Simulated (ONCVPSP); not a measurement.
# Configuration tests for Sb (Z = 51) (ONCV)

```
Element                 : Sb (Z = 51)
Generator               : ONCVPSP 4.0.1
Type                    : optimised norm-conserving Vanderbilt (ONCV)
Functional              : PBE
Relativity              : scalar-relativistic
Frozen core             : [Kr] 4d10
Valence charge          : 5
Reference configuration : 5s2 5p3
Partial waves           : 5s: rc 1.94 bohr, ncon 4, nbas 8, qcut 2.8 1/bohr, 3 projectors, debl 3.8 Ha; 5p: rc 1.84 bohr, ncon 4, nbas 8, qcut 5.3 1/bohr, local
Local potential         : the p channel
Core correction         : Teter function, fcfact 5.75, rcfact 1.65
```

Energies are relative to the spin-unpolarised reference configuration 5s2 5p3; without spin polarisation the order of configurations can differ from experiment.

```csv
valence configuration,charge,ΔE all-electron (eV),error AE − PS (meV)
5s2 5p1,+2,24.286,-340
5s1 5p3,+1,17.050,-67
```

**Question.** What are ΔE and the potential's error for 5s2 5p2?

**Answer.** ΔE = 8.317 eV all-electron; the error (AE − PS) is -64 meV.

**Question.** What are ΔE and the potential's error for 5s2 5p0?

**Answer.** ΔE = 48.699 eV all-electron; the error (AE − PS) is -955 meV.

Levels in the configuration 5s2 5p0:

```tsv
level	all-electron (eV)	pseudo (eV)
5s	-38.906	-39.665
```
